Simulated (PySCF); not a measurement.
silanone cation (H₂OSi), SMILES O=[SiH2] (connectivity only; charge and spin as stated), charge +1, multiplicity 2.

Coordinates come from a PBE-D3(BJ)/def2-TZVP optimisation. The spin state was assumed, not searched.

All values below come from PBE-D3(BJ)/def2-TZVP (PySCF).

Frequencies are harmonic and unscaled.

Problem. Estimate the vibrational spectrum. (An estimate is asked for; the answer gives what the named calculation found.)

Solution. 
```tsv
mode	ν (cm⁻¹)	IR (km/mol)	moving atoms (share of kinetic energy)
1	403	24.5	H 81 %, Si 10 %, O 9 %
2	604	16.5	H 86 %, Si 12 %
3	766	3.8	H 96 %
4	940	0.0	O 62 %, Si 37 %
5	2115	69.5	H 99 %
6	2181	49.4	H 95 %
```
